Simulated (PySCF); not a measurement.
C2H12N2Si2, SMILES C[Si@H](CN)N[SiH3]. Atoms are numbered in the order given.

```xyz
18

C     -0.4810    -2.0652    -1.0529
Si     0.3551    -0.3851    -0.9213
C      1.8033    -0.4808     0.2924
N      2.3445     0.8579     0.5147
N     -0.7623     0.8500    -0.3512
Si    -1.7528     0.8295     1.0779
H     -0.8794    -2.3830    -0.0753
H     -1.3193    -2.0341    -1.7670
H      0.2295    -2.8369    -1.3926
H      0.8230     0.0777    -2.2597
H      2.5794    -1.1272    -0.1579
H      1.4623    -1.0146     1.2093
H      3.0527     0.8595     1.2484
H      1.6015     1.4867     0.8204
H     -0.8776     1.6467    -0.9729
H     -1.3054    -0.3306     1.9017
H     -3.2132     0.6712     0.7951
H     -1.5948     2.0838     1.8765
```

Geometry: B3LYP-D3(BJ)/def2-SVP. The structure was generated by enumeration; whether it is a known compound was not checked. Other conformers were not sampled.

Calculation: PBE/pcSseg-1 in PySCF.

GIAO shieldings, no solvent; atoms listed in one row are averaged. δ = σ(ref) − σ: ¹³C against TMS (σ = 182.0 ppm); ²⁹Si against TMS (σ = 335.4 ppm); ¹⁵N against NH3 (σ = 267.0 ppm); ¹H against TMS (σ = 31.49 ppm), references at their B3LYP-D3(BJ)/def2-TZVP geometries, non-relativistic.

```
nucleus          atoms  count  δ (ppm)
-------  -------------  -----  -------
¹³C                 C3      1     36.7
¹³C                 C1      1      0.1
²⁹Si               Si2      1     -2.7
²⁹Si               Si6      1    -62.1
¹⁵N                 N4      1     28.5
¹⁵N                 N5      1      9.0
¹H                 H10      1     5.06
¹H       H16, H17, H18      3     5.06
¹H                 H12      1     3.04
¹H                 H11      1     2.48
¹H                 H14      1     0.74
¹H                 H13      1     0.55
¹H          H7, H8, H9      3     0.49
¹H                 H15      1     0.10
```
